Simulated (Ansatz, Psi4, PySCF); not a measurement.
H$_{8}$LiO$_{4}$ (SMILES [OH2]->[Li+](<-[OH2])(<-[OH2])<-[OH2]), charge +1, singlet, geometry from GFN2-xTB (such geometries of metal compounds can be far from the true shape). Base run: PBE0/cc-pVDZ (PySCF).

Input for PySCF:
```python
from pyscf import gto, scf, dft

mol = gto.M(
    atom='''
Li   -0.000000   -0.000000    0.000000
O     1.564741   -0.337639   -0.978859
H     1.817439    0.064813   -1.812666
H     2.295876   -0.912095   -0.741082
O     0.452575    0.320102    1.792566
H     1.152566    0.882117    2.132048
H     0.050019   -0.081047    2.565925
O    -0.874468    1.501844   -0.707354
H    -1.377065    1.561049   -1.522822
H    -0.943360    2.368963   -0.301872
O    -1.142848   -1.484307   -0.106352
H    -2.071378   -1.531070    0.131856
H    -0.924098   -2.352729   -0.451387
''',
    basis='cc-pvdz',
    charge=1,
    spin=0,
    verbose=4,
)

mf = dft.RKS(mol)
mf.xc = 'pbe0'
mf.kernel()
```

The same geometry, method and basis name were run in Ansatz (a first-principles code) and Psi4 and PySCF, at each program's defaults and at the settings that a row names. The base is PySCF at its defaults. Differences at the defaults can come from grids, fitting, cores and function types together. The rows with settings made alike still differ; the cause (another SCF solution, basis table, core potential or functional code) wasn't traced.

| code and settings | ΔE vs base (µEh) | basis functions | E (Eh) | SCF cycles |
|---|---|---|---|---|
| PySCF, defaults (exact integrals, its default grid, spherical functions) | 0.0 | 110 | -312.83278 | 7 |
| Psi4, defaults (density fitting with its default set, its default grid, spherical functions) | -791 | 110 | -312.83357 | 6 |
| Ansatz, defaults (factorised integrals, its default grid, spherical functions) | -718 | 110 | -312.83350 | - |
| PySCF, density fitting with def2-universal-jkfit | -59.3 | 110 | -312.83284 | 7 |
| PySCF, fine grid | -14.4 | 110 | -312.83279 | 7 |
| Psi4, exact integrals, spherical functions, fine grid | -735 | 110 | -312.83351 | 8 |
| Ansatz, high accuracy | -733 | 110 | -312.83351 | - |
